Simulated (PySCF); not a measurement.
B(F)2(Et) (C₂H₅BF₂), SMILES CCB(F)F. Atoms are numbered in the order given.

```xyz
10

B      0.0124     0.6069     0.0000
F     -1.3071     0.6975     0.0000
F      0.6722     1.7540     0.0000
C      0.7618    -0.7628     0.0000
C     -0.1215    -2.0033     0.0000
H      1.4443    -0.7552     0.8701
H      1.4443    -0.7552    -0.8701
H     -0.7761    -2.0310    -0.8843
H     -0.7761    -2.0310     0.8843
H      0.4740    -2.9285     0.0000
```
Charge 0, spin multiplicity 1.

The structure is a stationary point at PBE0-D3(BJ)/def2-SVP. The values are those of a single conformer.

All values below come from PBE0-D3(BJ)/def2-SVP run with PySCF.

No scaling factor is applied to the harmonic values.

```csv
mode,ν (cm⁻¹),IR (km/mol),Raman (Å⁴/amu),depolarisation,moving atoms (share of kinetic energy)
1,41,0.7,0.0,–,"H 45 %, F 28 %, C 27 %"
2,186,0.7,0.1,0.67,"F 44 %, C 32 %, H 19 %"
3,207,0.7,0.0,–,"H 85 %, C 10 %"
4,413,7.4,1.4,0.42,"F 53 %, C 30 %, H 11 %"
5,455,3.8,0.1,0.75,"H 52 %, B 37 %"
6,514,9.3,0.6,0.71,"F 56 %, C 25 %, H 10 %, B 9 %"
7,759,1.4,5.2,0.05,"F 52 %, C 29 %, H 15 %"
8,767,44.0,0.0,–,"H 54 %, B 30 %, C 13 %"
9,981,9.2,3.5,0.57,"H 77 %, C 20 %"
10,1005,10.5,0.6,0.75,"H 67 %, C 18 %, B 14 %"
11,1086,0.4,4.2,0.35,"C 65 %, H 33 %"
12,1228,86.0,0.5,0.73,"H 44 %, B 26 %, C 17 %, F 13 %"
13,1249,2.4,4.6,0.75,"H 80 %, C 18 %"
14,1389,125.4,8.2,0.75,"H 62 %, B 18 %, C 14 %"
15,1408,121.5,5.1,0.75,"H 55 %, B 23 %, C 17 %"
16,1422,27.8,4.1,0.61,"H 63 %, B 17 %, C 16 %"
17,1444,257.5,0.9,0.68,"B 60 %, F 16 %, H 13 %, C 11 %"
18,1478,7.1,17.1,0.75,H 97 %
19,1479,53.3,13.3,0.75,H 88 %
20,3050,15.7,102.9,0.09,H 94 %
21,3062,21.0,133.0,0.00,H 97 %
22,3091,2.9,96.2,0.75,"H 91 %, C 9 %"
23,3154,17.2,73.2,0.74,"H 90 %, C 10 %"
24,3155,16.1,46.3,0.75,"H 91 %, C 9 %"
```
